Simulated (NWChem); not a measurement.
System meant: CH4BF2N; SMILES B(F)(NC)F

NWChem input:

```
start job
memory heap 200 mb stack 900 mb global 1100 mb
geometry units angstroms noautoz
  B      0.010375    -0.569545     0.000015
  F      0.726694    -1.699485     0.000283
  F     -1.323683    -0.675882     0.000044
  N      0.641704     0.677959    -0.000175
  C     -0.020996     1.972849    -0.000631
  H      1.652535     0.702909    -0.000456
  H      0.237171     2.560255    -0.891271
  H      0.241846     2.563003     0.886757
  H     -1.101624     1.816803     0.002403
end
basis spherical
  B library def2-svp
  F library def2-svp
  N library def2-svp
  C library def2-svp
  H library def2-svp
end
dft
  xc xpbe96 cpbe96
  iterations 4
  mulliken
end
task dft energy
```

End of the output:

```
    Atom       Charge   Shell Charges
 -----------   ------   -------------------------------------------------------
    1 B    5     5.28   1.96  0.47  0.19  1.44  0.64  0.59
    2 F    9     8.96   1.98  0.98  0.71  3.21  2.08  0.01
    3 F    9     8.96   1.98  0.98  0.71  3.21  2.08  0.01
    4 N    7     6.99   1.97  0.69  0.39  2.28  1.63  0.04
    5 C    6     5.98   1.96  0.57  0.30  1.88  1.18  0.10
    6 H    1     0.91   0.60  0.20  0.12
    7 H    1     0.98   0.65  0.27  0.06
    8 H    1     0.98   0.65  0.27  0.06
    9 H    1     0.96   0.64  0.26  0.07

 center of mass
 --------------
 x =  -0.04058950 y =  -0.25134221 z =   0.00000642

 moments of inertia (a.u.)
 ------------------
         491.065796307788          -0.000000000000           0.000000000000
          -0.000000000000         195.493853652297           0.000000000000
           0.000000000000           0.000000000000         675.181700028169

     Multipole analysis of the density
     ---------------------------------

     L   x y z        total         alpha         beta         nuclear
     -   - - -        -----         -----         ----         -------
     0   0 0 0     -0.000000    -20.000000    -20.000000     40.000000

     1   1 0 0      0.498935      0.249467      0.249467     -0.000000
     1   0 1 0      0.969479      0.484739      0.484739      0.000000
     1   0 0 1     -0.000092     -0.000046     -0.000046      0.000000

     2   2 0 0    -20.396094    -59.250463    -59.250463     98.104831
     2   1 1 0      0.739643     -0.555356     -0.555356      1.850354
     2   1 0 1     -0.000629     -0.000203     -0.000203     -0.000222
     2   0 2 0    -21.032473   -144.807890   -144.807890    268.583308
     2   0 1 1      0.000474      0.000756      0.000756     -0.001038
     2   0 0 2    -20.535323    -13.090063    -13.090063      5.644804

 ------------------------------------------------------------------------
 dft energy failed                                                                                  0
 ------------------------------------------------------------------------
 ------------------------------------------------------------------------
  current input line :
    26: task dft energy
 ------------------------------------------------------------------------
 ------------------------------------------------------------------------
 This type of error is most commonly associated with calculations not reaching convergence criteria
 ------------------------------------------------------------------------
 For more information see the NWChem manual at https://nwchemgit.github.io

0:dft energy failed:Received an Error in Communication
```

### Question
Can this run be used? If not, why, and what is the fix?

### Answer
Convergence was not reached. Cause: the SCF was allowed too few iterations. This input runs:
```
start job
memory heap 200 mb stack 900 mb global 1100 mb
geometry units angstroms noautoz
  B      0.010375    -0.569545     0.000015
  F      0.726694    -1.699485     0.000283
  F     -1.323683    -0.675882     0.000044
  N      0.641704     0.677959    -0.000175
  C     -0.020996     1.972849    -0.000631
  H      1.652535     0.702909    -0.000456
  H      0.237171     2.560255    -0.891271
  H      0.241846     2.563003     0.886757
  H     -1.101624     1.816803     0.002403
end
basis spherical
  * library def2-svp
end
dft
  xc xpbe96 cpbe96
  iterations 150
  mulliken
end
task dft energy
```
It converges to -319.37120 Ha (PBE/def2-SVP).
